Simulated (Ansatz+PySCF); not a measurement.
Values are calculated unless marked as measured or tabulated.
**Several solutions for quartet Co**

A single Co atom.

Basis set: def2-SVP (spherical functions). Charge 0, multiplicity 4.

UHF was run from several starts with Ansatz (development build ahead of 0.2.0) and PySCF 2.14.0.

| run | program | start | converged | energy (hartree) | <S²> |
| --- | --- | --- | --- | --- | --- |
| A | PySCF | guess huckel, instabilities followed | no | – | – |
| B | Ansatz | stability test followed | yes | -1381.12703 | 3.75 |
| C | Ansatz | search for the lowest state | yes | -1381.21103 | 3.76 |
| D | PySCF | program defaults | yes | -1381.12703 | 3.75 |
| E | PySCF | guess minao, instabilities followed | yes | -1381.12703 | 3.75 |
| F | PySCF | guess atom, instabilities followed | yes | -1381.12703 | 3.75 |
| G | Ansatz | atomic start, no search | yes | -1381.11176 | 3.75 |

Problem. Which runs reached the lowest solution of this kind, and what is wrong with the others?

Solution. C reached the lowest solution found. Converged but too high: B by 2.29 eV, D by 2.29 eV, E by 2.29 eV, F by 2.29 eV, G by 2.70 eV. Convergence only shows a stationary point, and even a stable one can lie too high; stability tests and further starts are what find lower ones. Not converged: A.
